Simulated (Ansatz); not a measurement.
`O[CH2][Al]([SH])[Br]`, charge 0, multiplicity 1.

(1) Give a relaxed structure at PBE0-D4/def2-TZVP (the Gaussian-basis code of Ansatz). (Best estimate.)

Answers

(1) Ansatz gave: 
Z-matrix (Å, degrees):
```
C
Al 1 1.966
O 1 1.417 2 110.2
H 1 1.102 2 108.2 3 122.8
H 1 1.102 2 108.2 3 -122.8
Br 2 2.245 1 123.6 3 0.0
S 2 2.178 1 120.3 3 180.0
H 3 0.961 1 108.9 2 180.0
H 7 1.346 2 92.7 1 0.0
```
Point group Cs.
This is one stationary point; other conformers may exist.
